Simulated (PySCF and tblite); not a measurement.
Results of a calculation; reference values are marked as such.
System: C₅H₇As, numbered as in [AsH2:1][CH:2]1[CH:3]=[CH:4][CH:5]=[CH:6]1.

Motion: rotation about the C2–As1 bond (torsion C3–C2–As1–H from -71° to -190°, falling). GFN2-xTB gives an electronic barrier of 2.5 kcal/mol and a reaction energy of 0.2 kcal/mol.

Spin–orbit effects of heavy atoms on shieldings are missing.

(1) What does PBE0/pcSseg-1 + D3(BJ), IEF-PCM water give on GFN2-xTB geometries?

Programs: tblite and PySCF.

Results:

(1) A barrier of 2.7 kcal/mol, 0.2 above the tight-binding barrier (from unrounded values), a reaction energy of -0.3 kcal/mol and, with GFN2-xTB thermal terms, ΔG‡(298 K) = 2.8 kcal/mol and k = 5.6×10¹⁰ s⁻¹ (1 equivalent path).
